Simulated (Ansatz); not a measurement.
Stepwise reaction of `O[SiH](O)F` with hydrogen, as a gas-phase model of exchange steps in deposition or etching. ΔE in kJ/mol; ΔG adds harmonic PBE0-D4 terms to CCSD(T)/CBS, at 1 bar.

Computed with Ansatz on PBE0-D4/def2-TZVP structures; ΔE is electronic, products minus reactants. CBS: MP2 limit from def2 TZ/QZ plus the TZ coupled-cluster correction, frozen cores. This one scheme is used for every species. DFT in def2-TZVPP. B3LYP here is the variant with VWN-RPA as its local correlation; programs differ in this. One conformer a species, not always the lowest.

```tsv
step	reaction	PBE-D4	B3LYP-D4	ωB97M-V	CCSD(T)/CBS	ΔG(600 K)
2	`O[SiH2]F` + H₂ → `F[SiH3]` + H₂O	88.7	93.7	95.0	92.1	92.0
```

(1) Give the row of step 1, `O[SiH](O)F` + H₂ → `O[SiH2]F` + H₂O. (Best estimate.)

(2) By hand: ΔE of the 2 steps together at CCSD(T)/CBS.

Results:

(1) Ansatz gave: 
```
step                              reaction  PBE-D4  B3LYP-D4  ωB97M-V  CCSD(T)/CBS  ΔG(600 K)
   1  `O[SiH](O)F` + H₂ → `O[SiH2]F` + H₂O    96.9     102.9    104.3        101.0       97.3
```

(2) (101.0) + (92.1) = 193.1 kJ/mol, or 96.5 kJ/mol a step.

In ΔE each step is lower than the one before. All are uphill at CCSD(T)/CBS. ΔG lies between 92.0 and 97.3 kJ/mol a step. PBE-D4 differs from CCSD(T)/CBS by -4.1 to -3.4 kJ/mol a step. Isolated molecules leave out the surface, adducts and barriers. Largest T1 diagnostic: 0.011.
